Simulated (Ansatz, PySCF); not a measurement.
Gas-phase reaction (SMILES): C#CC[SiH2]C#C [ethynyl(prop-2-ynyl)silane] + 9 [H][H] (H2) -> 5 C (CH4) + [SiH4] (SiH4); energy of full hydrogenation.

Structures are relaxed separately at B3LYP-D3(BJ)/def2-TZVP in Ansatz (an electronic-structure program), one conformer each, not searched for the lowest. Valence correlation only, unless marked. No spin-orbit coupling. Non-relativistic. CBS(X,Y): correlation extrapolated as X^-3; Hartree-Fock from the larger set. Thermal terms are rigid-rotor harmonic-oscillator values from B3LYP-D3(BJ) frequencies (Ansatz or PySCF) at 298.15 K and 1 atm. 1 Eh = 627.5095 kcal/mol.

| species | E, CCSD(T)/CBS(cc-pV(T+d)Z,cc-pV(Q+d)Z) (Ansatz) (Eh) | E, wB97M-V/def2-TZVPD (Ansatz) (Eh) | H - E (Eh) |
|---|---|---|---|
| C#CC[SiH2]C#C | -482.81716 | -483.48405 | 0.09151 |
| [H][H] (H2) | -1.17450 | -1.16077 | 0.01336 |
| C (CH4) | -40.45816 | -40.49098 | 0.04840 |
| [SiH4] (SiH4) | -291.45815 | -291.84546 | 0.03520 |

Work out ΔE and ΔH at 298.15 K at the first level, then ΔH at the second.


1. ΔE = [5×(-40.45816) + (-291.45815)] - [(-482.81716) + 9×(-1.17450)] = -0.36129 Eh = -226.7 kcal/mol at CCSD(T)/CBS(cc-pV(T+d)Z,cc-pV(Q+d)Z).
2. The terms H - E add up to 0.06545 Eh, so ΔH = (-0.36129 + (0.06545))×627.5095 = -185.6 kcal/mol.
3. At wB97M-V/def2-TZVPD the same steps give ΔE = -231.8 and ΔH = -190.7 kcal/mol, a shift of -5.1 from the first level.
4. These values are not checked against measurement here, since the tables used lack a sound gas-phase enthalpy of formation for at least one species.
